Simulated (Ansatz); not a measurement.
`O[Si@H](Cl)C[Si@H](O)Cl` + `F[SiH2]Cl` → `O[Si@H](Cl)[Si@H](F)Cl` + `C[SiH](O)Cl`  (formal exchange of groups at the Si–C bond)

Isolated molecules relaxed with PBE0-D4/def2-TZVP in Ansatz; ΔE leaves out vibrations. CCSD(T)/CBS is the MP2 limit (def2-TZVPP, def2-QZVPP) plus CCSD(T) − MP2 in def2-TZVPP, frozen cores. This one scheme is used for every species. DFT in def2-TZVPP. B3LYP here is the variant with VWN-RPA as its local correlation; programs differ in this. One conformer a species, not always the lowest.

```csv
level,ΔE (kJ/mol),difference from CCSD(T)/CBS
r2SCAN-D4,35.0,-5.9
PBE0-D4,30.6,-10.3
ωB97X-V,37.1,-3.8
ωB97M-V,44.5,3.6
B2PLYP,35.9,-5.0
PBE,19.4,-21.5
r2SCAN,33.7,-7.2
PBE0,27.0,-13.9
B3LYP,26.7,-14.2
HF/def2-TZVPP,36.7,-4.2
SCS-MP2/def2-TZVPP,46.1,5.2
CCSD(T)/def2-TZVPP,43.5,2.6
MP2/def2-QZVPP,48.6,7.7
SCS-MP2/def2-QZVPP,44.6,3.7
HF/CBS(def2),36.7,-4.2
MP2/CBS(def2),47.5,6.6
CCSD(T)/CBS,40.9,0
```

Largest T1 diagnostic among the species: 0.011.

In def2-TZVPP, CCSD(T) changes the Hartree–Fock value by +6.9 kJ/mol (the triples alone add +0.9 kJ/mol) and MP2 by +13.4 kJ/mol. The D4 term adds +6.4 kJ/mol with B3LYP and +3.6 kJ/mol with PBE0; it sums over pairs of atoms, weighted by their polarisabilities, and B3LYP, whose exchange is more repulsive, gets the larger term.
